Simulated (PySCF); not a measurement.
Mo(O)(NMe)(SH)2 (CH₅MoNOS₂), SMILES [O]=[Mo]([SH])([SH])=[N]C, multiplicity 1.

Coordinates come from a PBE0-D3(BJ)/def2-SVP optimisation. The multiplicity is an assumed one; other spin states were not compared. The def2 effective core potentials stand for the cores of Mo; spin–orbit coupling is left out. One conformer was computed; it need not be the lowest.

The numbers are results of PySCF with PBE/def2-TZVP, not measurements.

Gas-phase values at a fixed geometry.

* **total energy**: -1035.44324 hartree
* **point group**: Cs
* **highest occupied level**: -6.27 eV
* **lowest empty level**: -3.06 eV
* **orbital gap**: 3.21 eV
* **dipole moment**: 1.22 D
* **quadrupole, principal values (traceless, Buckingham form, about the centre of nuclear charge)**: -12.27, -6.33, 18.61 D·Å
* **mean static polarisability**: 111.3 bohr³ (16.50 Å³)
* **polarisability, principal values**: 85.8, 122.4, 125.9 bohr³
